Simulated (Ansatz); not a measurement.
Consider the substitution at a C–Si bond: `O=C[SiH2][SiH3]` + `[OH][SnH3]` → `O=C[O][SnH3]` + `[SiH3][SiH3]`.

Calculated with Ansatz (gas phase, PBE0-D4/def2-TZVP geometries, no zero-point term in ΔE). CCSD(T)/CBS is the MP2 limit (def2-TZVPP, def2-QZVPP) plus CCSD(T) − MP2 in def2-TZVPP, frozen cores. DFT in def2-TZVPP. def2 core potentials past Kr. For Sn outer-core shells are correlated without core-valence functions, which leaves a few kJ/mol of doubt a bond. One conformer a species, not always the lowest.

```
             level  ΔE (eV)
           BLYP-D4    -0.93
CCSD(T)/def2-TZVPP    -0.97
```

Task: What does CCSD(T)/CBS give? (Best estimate.)

Result: Ansatz gave: -0.92 eV. The listed levels differ from it by -0.01, -0.05 eV.

Largest T1 diagnostic among the species: 0.017.

From BLYP to BHLYP (50 % exact exchange), in def2-TZVPP and without D4, ΔE moves by −0.09 eV. At CCSD(T), def2-SVP lies −0.34 eV from the extrapolated value and def2-TZVPP −0.05 eV. Leaving LDA and LC-ωPBE aside and taking each functional with its dispersion term where it has one, the values, not all of them listed here, spread over 0.12 eV, from B97M-V to BLYP-D4. LDA lies −0.19 eV from PBE without D4.
